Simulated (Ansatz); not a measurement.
Cost and result for the atomization energy of `[CH3][SnH][OH]` radical (8 atoms, 7 bonds).

The species carries charge 0 and has multiplicity 2. Correlated methods include outer-core shells of Sn, which these sets cover unevenly. Sn takes the def2 core potential. All single points use the PBE0-D4/def2-TZVP geometry. It is one conformer, not always the lowest. Program: Ansatz. All runs use 4 threads of an Arm Neoverse V2 on a shared host. Times are those of one run each, without the atoms' runs, and a repeat can differ threefold. Electronic energies, without spin–orbit coupling; frozen cores. CCSD(T)/CBS adds CCSD(T) − MP2 in def2-TZVPP to the MP2 limit, and its time is that of the two runs behind it. T1 = 0.016; ⟨S²⟩ of the reference is 0.76. With those shells the extrapolation isn't a true limit. HSE06 is the plane-wave form, built on full-range PBE exchange.

CCSD(T)/CBS is a level of theory with its own doubt, some kJ/mol a heavy atom from the limit and from the frozen cores, so smaller differences don't rank the functionals.

| level | functions | wall time | atomization (kcal/mol) | difference from CCSD(T)/CBS | per bond |
| --- | --- | --- | --- | --- | --- |
| LDA (SPW92)/def2-TZVPP | 182 | 1 s | 694.2 | 84.5 | 12.1 |
| BLYP-D4/def2-TZVPP | 182 | 1.8 s | 605.6 | -4.1 | -0.6 |
| PBE0-D4/def2-TZVPP | 182 | 2.4 s | 601.2 | -8.5 | -1.2 |
| HSE06-D4/def2-TZVPP | 182 | 2.6 s | 601.5 | -8.2 | -1.2 |
| CAM-B3LYP-D4/def2-TZVPP | 182 | 2.6 s | 607.5 | -2.2 | -0.3 |
| PBE-QIDH/def2-TZVPP | 182 | 3.8 s | 596.7 | -13.0 | -1.9 |
| B2PLYP/def2-TZVPP | 182 | 4 s | 597.9 | -11.8 | -1.7 |
| CCSD(T)/def2-SVP | 79 | 6.5 s | 562.4 | -47.3 | -6.8 |
| B97M-V/def2-TZVPP | 182 | 7 s | 609.9 | 0.2 | 0.0 |
| ωB97X-V/def2-TZVPP | 182 | 7.5 s | 607.1 | -2.6 | -0.4 |
| MP2/def2-QZVPP | 346 | 11 s | 605.1 | -4.6 | -0.7 |
| CCSD(T)/def2-TZVPP | 182 | 2.8 min | 592.4 | -17.3 | -2.5 |
| CCSD(T)/CBS(def2) | – | 3 min | 609.7 | 0.0 | 0.0 |

Leaving LDA and LC-ωPBE aside and taking each functional with its dispersion term where it has one, the values, not all of them listed here, spread over 29.0 kcal/mol, from BHLYP-D4 to PBE-D4. LDA lies +83.1 kcal/mol from PBE without D4, its usual overbinding. At CCSD(T), def2-SVP lies −47.3 kcal/mol from the extrapolated value and def2-TZVPP −17.3 kcal/mol: correlation converges slowly with the basis, and small sets miss more of it in the bonded molecule than in its fragments. From BLYP to BHLYP (50 % exact exchange), in def2-TZVPP and without D4, the atomization energy moves by −17.9 kcal/mol: exact exchange takes away binding that semilocal exchange gives to molecules.

Spin–orbit coupling would lower the free Sn atoms strongly, and the atomization energy with them, by more than many differences here. For some Ge, Se and Sn compounds the MP2-based and the directly extrapolated limit differ by 10 to 25 kJ/mol.
